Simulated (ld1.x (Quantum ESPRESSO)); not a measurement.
Mo (Z = 42): TM pseudisation with PBEsol, fully relativistic reference atom.

ld1.x (Quantum ESPRESSO) 7.5 was run on this input:

```
&input
   title='Mo', zed=42., rel=2, dft='PBESOL', iswitch=3,
   config='[Kr] 4d5 5s1 5p0', rel_dist='average',
   nld=5, rlderiv=3.50, eminld=-2.0, emaxld=5.0, deld=0.02
 /
 &inputp
   pseudotype=2, tm=.true., lloc=0,
   nlcc=.false.,
   file_pseudopw='Mo.UPF', file_wfcaegen='ae.wfc', file_wfcncgen='nc.wfc', file_beta='beta', file_chi='chi'
 /
3
5P  2  1   0.00   0.00  3.20  3.20  0.0
4D  3  2   5.00   0.00  2.20  2.20  0.0
5S  1  0   1.00   0.00  2.15  2.15  0.0
 &test
   configts(1)='4d5 5s1 5p0'
 /
```

Command:

```bash
ld1.x < Mo.in > Mo.out
```

The program printed (shortened: banner, matrices, multipoles, cross overlaps and the repeated all-electron block are left out):

```
Program LD1 v.7.5
     --------------------------- All-electron run ----------------------------

     Mo
     dirac relativistic calculation

     atomic number is 42.00
     dft =PBESOL   lsd =0 sic =0 latt =0  beta=0.20 tr2=1.0E-14
     Exchange-correlation= PBESOL
                           (   1   4  10   8   0   0   0)
     mesh =1229 r(mesh) = 100.71859 a.u. xmin = -7.00 dx = 0.01250
     1 Ry =  13.60569312 eV, c = 137.03599908

     n l j   nl                  e(Ry)          e(Ha)          e(eV)
     Spin orbit split results
     1 0 0.5 1S 1( 2.00)     -1455.3277      -727.6639    -19800.7427
     2 0 0.5 2S 1( 2.00)      -205.5135      -102.7568     -2796.1540
     2 1 0.5 2P 1( 2.00)      -189.0945       -94.5472     -2572.7615
     2 1 1.5 2P 1( 4.00)      -181.2700       -90.6350     -2466.3037
     3 0 0.5 3S 1( 2.00)       -34.9633       -17.4816      -475.6998
     3 1 0.5 3P 1( 2.00)       -28.7169       -14.3584      -390.7132
     3 1 1.5 3P 1( 4.00)       -27.4282       -13.7141      -373.1791
     4 0 0.5 4S 1( 2.00)        -4.7238        -2.3619       -64.2701
     4 1 0.5 4P 1( 2.00)        -2.9507        -1.4754       -40.1469
     4 1 1.5 4P 1( 4.00)        -2.7673        -1.3836       -37.6510
     3 2 1.5 3D 1( 4.00)       -16.3765        -8.1882      -222.8134
     3 2 2.5 3D 1( 6.00)       -16.1324        -8.0662      -219.4925
     4 2 1.5 4D 1( 2.00)        -0.2862        -0.1431        -3.8933
     4 2 2.5 4D 1( 3.00)        -0.2711        -0.1356        -3.6891
     5 0 0.5 5S 1( 1.00)        -0.3027        -0.1514        -4.1186
     5 1 0.5 5P 1( 0.00)        -0.0793        -0.0396        -1.0788
     5 1 1.5 5P 1( 0.00)        -0.0721        -0.0360        -0.9808
     Averaged results
     1 0     1S 1( 2.00)     -1455.3277      -727.6639    -19800.7427
     2 0     2S 1( 2.00)      -205.5135      -102.7568     -2796.1540
     2 1     2P 1( 6.00)      -183.8781       -91.9391     -2501.7896
     3 0     3S 1( 2.00)       -34.9633       -17.4816      -475.6998
     3 1     3P 1( 6.00)       -27.8577       -13.9289      -379.0238
     4 0     4S 1( 2.00)        -4.7238        -2.3619       -64.2701
     4 1     4P 1( 6.00)        -2.8284        -1.4142       -38.4830
     3 2     3D 1(10.00)       -16.2300        -8.1150      -220.8209
     4 2     4D 1( 5.00)        -0.2771        -0.1386        -3.7708
     5 0     5S 1( 1.00)        -0.3027        -0.1514        -4.1186
     5 1     5P 1( 0.00)        -0.0745        -0.0372        -1.0135

     final scf error:  9.5E-15 reached in  29 iterations

     Etot =   -8094.042193 Ry,   -4047.021096 Ha, -110125.054196 eV

     Ekin =    8392.285649 Ry,    4196.142825 Ha,  114182.863147 eV
     Encl =  -19561.176317 Ry,   -9780.588158 Ha, -266143.362093 eV
     Eh   =    3317.793595 Ry,    1658.896797 Ha,   45140.881493 eV
     Exc  =    -242.945120 Ry,    -121.472560 Ha,   -3305.436743 eV

     normalization and overlap integrals

     s(1S/1S) =  1.000000  <r> =   0.0352  <r2> =    0.0017  r(max) =   0.0229
     s(2S/2S) =  1.000000  <r> =   0.1535  <r2> =    0.0278  r(max) =   0.1303
     s(2P/2P) =  1.000000  <r> =   0.1308  <r2> =    0.0210  r(max) =   0.1015
     s(2P/2P) =  1.000000  <r> =   0.1354  <r2> =    0.0224  r(max) =   0.1054
     s(3S/3S) =  1.000000  <r> =   0.4290  <r2> =    0.2110  r(max) =   0.3819
     s(3P/3P) =  1.000000  <r> =   0.4236  <r2> =    0.2091  r(max) =   0.3724
     s(3P/3P) =  1.000000  <r> =   0.4341  <r2> =    0.2194  r(max) =   0.3819
     s(4S/4S) =  1.000000  <r> =   1.1073  <r2> =    1.3916  r(max) =   0.9874
     s(4P/4P) =  1.000000  <r> =   1.2166  <r2> =    1.7006  r(max) =   1.0511
     s(4P/4P) =  1.000000  <r> =   1.2483  <r2> =    1.7909  r(max) =   1.0777
     s(3D/3D) =  1.000000  <r> =   0.4134  <r2> =    0.2057  r(max) =   0.3206
     s(3D/3D) =  1.000000  <r> =   0.4169  <r2> =    0.2090  r(max) =   0.3246
     s(4D/4D) =  1.000000  <r> =   1.9813  <r2> =    4.9673  r(max) =   1.3838
     s(4D/4D) =  1.000000  <r> =   2.0132  <r2> =    5.1409  r(max) =   1.3838
     s(5S/5S) =  1.000000  <r> =   3.5664  <r2> =   14.6566  r(max) =   2.9295
     s(5P/5P) =  1.000000  <r> =   5.1936  <r2> =   32.1025  r(max) =   3.9544
     s(5P/5P) =  1.000000  <r> =   5.3773  <r2> =   34.4376  r(max) =   4.1055

     ------------------------ End of All-electron run ------------------------

     --------------------- Generating NC pseudopotential ---------------------

      Generating local pot.: lloc=0, matching radius rcloc =   2.1500

     Fully relativistic calculation: |psi|^2

     Wfc 5P LC norm =  0.99998667 SC norm =  0.00001321 missing  0.00000012

     Wfc 5P LC norm =  0.99998759 SC norm =  0.00001019 missing  0.00000222

     Wfc 4D LC norm =  0.99989390 SC norm =  0.00010608 missing  0.00000001

     Wfc 4D LC norm =  0.99989661 SC norm =  0.00010247 missing  0.00000092

      Wfc   5P  rcut= 3.197  Using Troullier-Martins method

      Wfc   5P  rcut= 3.197  Using Troullier-Martins method

      Wfc   4D  rcut= 2.198  Using Troullier-Martins method

      Wfc   4D  rcut= 2.198  Using Troullier-Martins method

     ------------------- End of pseudopotential generation -------------------

     Computing logarithmic derivative in   3.51170
     Message from routine run_pseudo:
     Warning: convergence not achieved
     Computing logarithmic derivative in   3.51170
     Computing the partial wave expansion
       no projector for channel:   0
     R is outside the sphere for l=    1 j= 0.50
     R is outside the sphere for l=    1 j= 1.50
     R is outside the sphere for l=    2 j= 1.50
     R is outside the sphere for l=    2 j= 2.50

     ---------------------- Testing the pseudopotential ----------------------

     Mo
     dirac relativistic calculation

     atomic number is 42.00   valence charge is  6.00
     dft =PBESOL   lsd =0 sic =0 latt =0  beta=0.20 tr2=1.0E-14
     mesh =1229 r(mesh) = 100.71859 xmin = -7.00 dx = 0.01250

     n l  j  nl             e AE (Ry)       e PS (Ry)    De AE-PS (Ry)
     3 2 1.5 4D   1( 2.00)       -0.28615       -0.28615       -0.00000
     3 2 2.5 4D   1( 3.00)       -0.27115       -0.27115        0.00000
     1 0 0.5 5S   1( 1.00)       -0.30271       -0.30271       -0.00000
     2 1 0.5 5P   1( 0.00)       -0.07929       -0.07929       -0.00000
     2 1 1.5 5P   1( 0.00)       -0.07209       -0.07209        0.00000

     eps = 8.5E-11  iter =201

     Etot =   -8094.042193 Ry,   -4047.021096 Ha, -110125.054196 eV
     Etotps =   -15.344101 Ry,      -7.672050 Ha,    -208.767129 eV

     Ekin =      17.701295 Ry,       8.850648 Ha,     240.838390 eV
     Encl =     -23.562589 Ry,     -11.781295 Ha,    -320.585358 eV
     Ehrt =      14.747877 Ry,       7.373938 Ha,     200.655082 eV
     Ecxc =      -3.621013 Ry,      -1.810506 Ha,     -49.266388 eV
     Epseu=     -20.609671 Ry,     -10.304835 Ha,    -280.408856 eV

     ---------------------- End of pseudopotential test ----------------------
```

Generation and configuration tests took about 2.6 s on one core of a shared server CPU.
